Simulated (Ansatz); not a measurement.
Sn₃S₃, relaxed as a quintet with UKS r2SCAN-D4/def2-SVP in Ansatz, starting from the r2SCAN-D4/def2-SVP geometry of the neutral singlet. Force threshold 0.02 eV/Å.

In the def2 sets Sn takes a core potential; there is no spin–orbit coupling. At r2SCAN-D4/def2-SVP a singlet of charge 0 lies 4.02 eV below the quintet, each at its own geometry. The structure comes from a short search, and lower isomers may exist.

Start:

Cartesian coordinates in Å:
```
Sn 1.510 0.778 0.475
Sn -1.113 1.062 -2.040
Sn -0.889 -1.371 0.664
S 0.546 -0.750 -1.607
S -1.184 1.360 0.436
S 1.130 -1.079 2.072
```

Estimate the energy that the relaxation releases and the steps that it takes.

27.6 kcal/mol, in 10 steps; 90 s on 4 threads of Arm Neoverse V1 on a shared host. No frequencies were taken in this run, so the end may be a saddle point.

Does the start keep its bonding?

Bonds lost: Sn1–S5 (atoms count from 1).

Predict the relaxed structure.


| atom | x (Å) | y (Å) | z (Å) |
| --- | --- | --- | --- |
| Sn1 | 2.262 | 0.469 | 0.269 |
| Sn2 | -1.359 | 0.993 | -1.899 |
| Sn3 | -0.847 | -1.265 | 0.301 |
| S4 | 0.743 | -0.656 | -1.578 |
| S5 | -1.529 | 1.087 | 0.769 |
| S6 | 0.730 | -0.628 | 2.138 |
Bond lengths (bridged metal pairs left out): 7 × S–Sn 2.49 to 2.69 Å.
